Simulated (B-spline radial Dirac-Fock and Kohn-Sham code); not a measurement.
## Kohn-Sham estimates against Dirac-Fock for the levels of Cu⁵⁺

System: Cu⁵⁺ in the configuration [Ar] 3d6.

The density-functional columns are spherical, spin-unpolarised Dirac-Kohn-Sham results without Breit or QED terms: −ε is minus the orbital energy of the initial state and ΔSCF the difference of two total energies. The reference in the last column comes from Dirac-Fock ΔSCF + Breit + QED. All numbers are from a radial atomic solver, in eV; a selection of levels is shown. For the 1s level of heavy atoms much of the gap between ΔSCF and the reference is the Breit and QED part, -16.3 eV here; for other levels the error of the functional can be larger.

```csv
level,PBE −ε,PBE ΔSCF,LDA −ε,LDA ΔSCF,Dirac-Fock
K (1s),8947.4,9129.2,8929.7,9110.9,9095.8
L1 (2s),1162.9,1195.9,1160.8,1194.1,1218.9
L2 (2p1/2),1031.0,1070.3,1030.4,1069.8,1071.2
L3 (2p3/2),1010.5,1049.1,1010.0,1048.7,1051.1
M1 (3s),209.1,223.0,208.5,222.4,233.1
M2 (3p1/2),167.6,181.2,167.4,181.1,184.4
M3 (3p3/2),164.7,178.3,164.6,178.2,181.6
"M4,5 (3d)",95.34,108.5,95.66,108.8,106.5
```

Problem. Order the estimates of the K (1s) level by their distance from the Dirac-Fock value, nearest first.
A. PBE −ε
B. LDA −ε
C. LDA ΔSCF
D. PBE ΔSCF

Solution. C (15.1 eV), D (33.4 eV), A (148.4 eV), B (166.2 eV).

Values without a named source are computed, but for edge energies of neutral atoms, which are taken from tables.
